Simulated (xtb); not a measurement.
Si(NMe2)(SH) (C2H7NSSi), SMILES N([Si]S)(C)C (connectivity only; charge and spin as stated), neutral, multiplicity 1. All values are semi-empirical tight-binding results from xtb (GFN2-xTB unless named), good for trends rather than for accurate numbers. Geometry: GFN2-xTB. The structure was generated by enumeration; whether it is a known compound was not checked. One conformer was computed; it need not be the lowest.

- point group as xtb finds it = Cs
- orbital gap = 2.81 eV
- zero-point energy = 56.5 kcal/mol
- G − E(el) at 298.15 K (modified RRHO) = 36.3 kcal/mol
- static polarisability (D4 model) = 87.8 bohr³
- solvation energy, GFN2-xTB/ALPB(water) = -0.4 kcal/mol
- solvation energy, GFN2-xTB/ALPB(methanol) = -4.6 kcal/mol
